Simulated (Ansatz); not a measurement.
One geometry of Cu(NH3)Br (CuBrNH₃), several levels of theory.

```yaml
crystal:
  periodic: [false, false, false]
  atoms:
    - {symbol: Cu, position_ang: [-0.005409, 0.004521, -1.114347]}
    - {symbol: N, position_ang: [0.002432, -0.002810, 0.832739]}
    - {symbol: H, position_ang: [-0.410246, 0.844878, 1.208998]}
    - {symbol: H, position_ang: [0.947217, -0.069873, 1.198003]}
    - {symbol: H, position_ang: [-0.523697, -0.788151, 1.202735]}
    - {symbol: Br, position_ang: [-0.010307, 0.011435, -3.328118]}
basis:
  gaussian: {orbitals: def2-TZVP, initial_orbitals: start.molden}
correlation: {method: mp2, frozen_orbitals: {Br: 9, Cu: 9, H: 0, "N": 1}}
scf: {omitted_lower_state_checks: [starts]}
output: {orbitals: {seedname: orbitals}}
```

The file start.molden holds the orbitals of an earlier run on this structure, at another level or in another basis.

```sh
$ ansatz run in.yaml --threads 4 --pin off --events-out ev --progress --plain --max-ram 3916MiB
```

Shortened log:

```
Functional definition: HF
1144 factors; integrals over basis functions are off by at most 1.1e-3 eV
mean field evaluation 1: about -116127.8224 eV, gradient 3.3e1 eV
mean field evaluation 2: about -116128.7658 eV, gradient 1.6e0 eV
mean field evaluation 4: about -116129.0677 eV, gradient 1.6e0 eV
mean field evaluation 8: about -116129.0748 eV, gradient 4.2e-4 eV
mean field -116129.07478126 eV, -4267.6647830973 hartree, gradient 8.4e-6 eV, S^2 0.000000; 0 other end points of the search recorded, 0 dependent functions left out
19 core orbitals not correlated: weight in the atoms' cores, before any rotation towards them, 1.000 or more for the frozen orbitals, at most 0.000 for the correlated occupied ones
reference -116129.07478126 eV, -4267.6647830973 hartree; 18, 18 occupied and 105, 105 virtual orbitals, 1144 factors
second order -25.69939721 eV of doubles, -0.00000000 eV of singles
Total energy: -116154.77417847 eV, -4268.6092185250 hartree
Checks for a lower state left out: starts
```

Run time 1.4 s (4 threads of Arm Neoverse V1 on a shared host).

As the first input, with `hamiltonian: {xc: hf}` and without the key `correlation` (abridged; 1.1 s):

```
Functional definition: HF
mean field -116129.07314001 eV, -4267.6647227826 hartree, gradient 1.5e-5 eV, S^2 0.000000
Total energy: -116129.07314001 eV, -4267.6647227826 hartree
Checks for a lower state left out: starts
```

The first input with `gaussian: {orbitals: def2-TZVPD, initial_orbitals: start.molden}`, `hamiltonian: {xc: pbe0, dispersion: d4}` and without the key `correlation` (abridged; 2.5 s):

```
Functional definition: PBE0
mean field -116213.20546184 eV, -4270.7565285826 hartree, gradient 2.1e-5 eV, S^2 0.000000
Total energy: -116213.28700388 eV, -4270.7595251974 hartree
Checks for a lower state left out: starts
```

First input, but with `hamiltonian: {xc: pbe}`, `correlation: {method: rpa, frozen_orbitals: {Br: 9, Cu: 9, H: 0, "N": 1}}` and without the key `output` (abridged; 2.3 s):

```
Functional definition: PBE
mean field -116210.67277593 eV, -4270.6634540921 hartree, gradient 9.2e-7 eV, S^2 0.000000
19 core orbitals not correlated: weight in the atoms' cores, before any rotation towards them, 1.000 or more for the frozen orbitals, at most 0.000 for the correlated occupied ones
Total energy: -116162.59324201 eV, -4268.8965638100 hartree
Checks for a lower state left out: starts
```

The first input with `hamiltonian: {xc: {name: LC-wPBE}}` and without the key `correlation` (abridged; 1.6 s):

```
Functional definition: LC-wPBE
mean field -116213.59353725 eV, -4270.7707900909 hartree, gradient 8.3e-6 eV, S^2 0.000000
Total energy: -116213.59353725 eV, -4270.7707900911 hartree
Checks for a lower state left out: starts
```

As the first input, with `hamiltonian: {xc: {name: wB97M-V}}` and without the key `correlation` (abridged; 6 s):

```
Functional definition: wB97M-V
mean field -116222.53269049 eV, -4271.0992979136 hartree, gradient 2.3e-5 eV, S^2 0.000000
Total energy: -116222.53273935 eV, -4271.0992997091 hartree
Checks for a lower state left out: starts
```

Geometry: PBE0-D4/def2-TZVP.

LC-ωPBE has ω = 0.4 bohr⁻¹. Correlated methods freeze 19 core orbitals; core or outer-core shells of Br are correlated, in sets that lack core-valence functions.
